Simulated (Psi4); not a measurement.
C4H5 (SMILES C=C1[CH]C1), doublet, at a GFN2-xTB geometry; CCSD(T)/STO-3G (Psi4).

The Psi4 input:
```
memory 2 GB

molecule mol {
0 2
C    -0.004878   -0.077144    0.263949
C     0.198556   -0.718365   -0.916368
C    -0.063830    0.736041   -0.991915
C    -0.103072   -0.069384    1.602210
H     0.400798   -1.598282   -1.472232
H     0.748833    1.416627   -1.231052
H    -1.023224    1.090278   -1.359183
H     0.022160   -0.973491    2.172999
H    -0.309221    0.837978    2.142213
}

set {
  basis sto-3g
  reference uhf
  cc_type df
  mp2_type df
  scf_type df
}

energy('ccsd(t)')
print_variables()
```

The log (banner, timings and long lists left out):

```
Traceback (most recent call last):
  File "psi4", line 375, in <module>
  File "<string>", line 33, in <module>
  File "site-packages/psi4/driver/driver.py", line 461, in energy
  File "site-packages/psi4/driver/task_planner.py", line 255, in task_planner
  File "site-packages/psi4/driver/driver_util.py", line 222, in negotiate_derivative_type
  File "site-packages/psi4/driver/driver_util.py", line 344, in highest_analytic_derivative_available

psi4.driver.p4util.exceptions.MissingMethodError: Method=ccsd(t) is not available for any derivative level under conditions CC_TYPE=DF, REFERENCE=UHF, FREEZE_CORE=FALSE, QC_MODULE=(auto). See https://psicode.org/psi4manual/master/introduction.html#ss-ccsd-prt-pr. Or did you mean? ccsd(at) a-ccsd(t) ccsd(t)_l bccd(t) qcisd(t)

Printing out the relevant lines from the Psithon --> Python processed input file:
    core.set_global_option("BASIS", "sto-3g")
    core.set_global_option("REFERENCE", "uhf")
    core.set_global_option("CC_TYPE", "df")
    core.set_global_option("MP2_TYPE", "df")
    core.set_global_option("SCF_TYPE", "df")
--> energy('ccsd(t)')
    print_variables()

!----------------------------------------------------------------------------------!
!                                                                                  !
!  Method=ccsd(t) is not available for any derivative level under conditions       !
!     CC_TYPE=DF, REFERENCE=UHF, FREEZE_CORE=FALSE, QC_MODULE=(auto). See          !
!     https://psicode.org/psi4manual/master/introduction.html#ss-ccsd-prt-pr. Or   !
!     did you mean? ccsd(at) a-ccsd(t) ccsd(t)_l bccd(t) qcisd(t)                  !
!                                                                                  !
!----------------------------------------------------------------------------------!
```

The program refused the input.
